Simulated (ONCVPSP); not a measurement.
Varying the ONCV potential for arsenic (As)

Base potential:

ONCVPSP 4.0.1 input, shortened (lines: element, Z, core and valence counts, functional; n l f; lmax; l rc ep ncon nbas qcut; lloc lpopt rc5 dvloc0; l nproj debl; icmod fcfact rcfact), PW91, fully relativistic:

```
  As 33.00    3    5  -109134      upf
    1    0    2.00
    2    0    2.00
    2    1    6.00
    3    0    2.00
    3    1    6.00
    3    2   10.00
    4    0    2.00
    4    1    2.00
    2
    0    0.85    0.00    5    9   13.70
    1    1.15    0.00    4    7   11.70
    2    1.05    0.00    4    8   13.60
    4    5    0.80    0.00
    0    2    3.00
    1    2    0.70
    2    1    0.50
    3    2.75    1.60
```

Open shells are filled in proportion to 2j + 1.

Cutoffs, loose and tight: the cutoffs (Ha) at which the residual kinetic energy of the hardest occupied pseudo-wave falls to 1 and 0.1 mHa per electron. They do not see the model core or the augmentation charge, which bear on the density cutoff. Test errors are all-electron minus pseudo excitation energies from the reference, over the configurations 3s2 3p6 3d10 4s2 4p3; 3s2 3p6 3d10 4s2 4p1; 3s2 3p6 3d10 4s2 4p0; 3s2 3p6 3d9 4s2 4p3. A dash means not determined; rows that change the core or the reference have their own tests.

A true bound ghost makes a file unfit for plane-wave use even where its test errors are small: the radial tests pick states by their node count and pass the ghost by.

| change | outcome | cutoff, loose | cutoff, tight | bound ghosts | GHOST(+) flags above zero | largest test error (meV) |
| --- | --- | --- | --- | --- | --- | --- |
| base | generated | 84 Ha | 135 Ha | none | p1/2 | +137 |
| core [Ar], valence charge 15; reference 3d10 4s2 4p3; waves now 4s: rc 1.75 bohr, ncon 4, nbas 8, qcut 4 1/bohr, 2 projectors, debl 3.5 Ha; 4p: rc 1.45 bohr, ncon 3, nbas 6, qcut 6.5 1/bohr, 2 projectors, debl 2 Ha; 3d: rc 1.10 bohr, ncon 4, nbas 9, qcut 16.8 1/bohr, 2 projectors, debl 2.4 Ha; local potential polynomial inside 1.00 bohr (lpopt 5, dvloc0 3 Ha) | generated | 101 Ha | 114 Ha | p3/2 | s | +5.8 |
| p: qcut 13.9 | generated | 84 Ha | 135 Ha | none | none | +139 |
| local potential polynomial inside 0.80 bohr (lpopt 5, dvloc0 2.5 Ha) | generated | 84 Ha | 135 Ha | none | none | +134 |
| all radii but the core radius scaled by about 0.90 (s 0.76, p 1.04, d 0.94 bohr); local potential polynomial inside 0.72 bohr (lpopt 5, dvloc0 0 Ha) | generated | 105 Ha | 343 Ha | none | p3/2 | +86 |
| core correction Teter function, fcfact 3.25, rcfact 1.65 | generated | 84 Ha | 135 Ha | none | p1/2 | +137 |
